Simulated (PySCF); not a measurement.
Species: CH$_{2}$BCl$_{2}$, net charge 0, doublet state. It need not be the lowest isomer of its formula. 
Structure (B3LYP-D3(BJ)/def2-TZVP (Ansatz) minimum search):
SMILES: [CH2]B(Cl)Cl
```xyz
6

C     -1.8440    -0.3678    -0.0462
B     -0.3600    -0.0718    -0.0090
Cl     0.8060    -1.3630     0.2728
Cl     0.2339     1.5705    -0.2467
H     -2.2345    -1.3681     0.0969
H     -2.5808     0.4076    -0.2176
```
Charge 0, spin multiplicity 2.

Dispersion corrections to the total energy (kcal/mol) from the dftd3 and dftd4 libraries through PySCF: D3(BJ) without and D4 with the three-body term, each with the damping fitted for the functional named.

```tsv
functional	D3(BJ)	D4
PW6B95	-1.82	-2.84
BP86	?	-4.44
revPBE	-7.98	-9.71
CAM-B3LYP	?	-2.80
TPSSh	-3.85	?
HSE06	-2.27	-2.56
B2PLYP	-2.87	-2.27
```

Question: Some entries are withheld; supply them.

Answer: 
- BP86, D3(BJ): -5.58
- CAM-B3LYP, D3(BJ): -2.72
- TPSSh, D4: -3.99
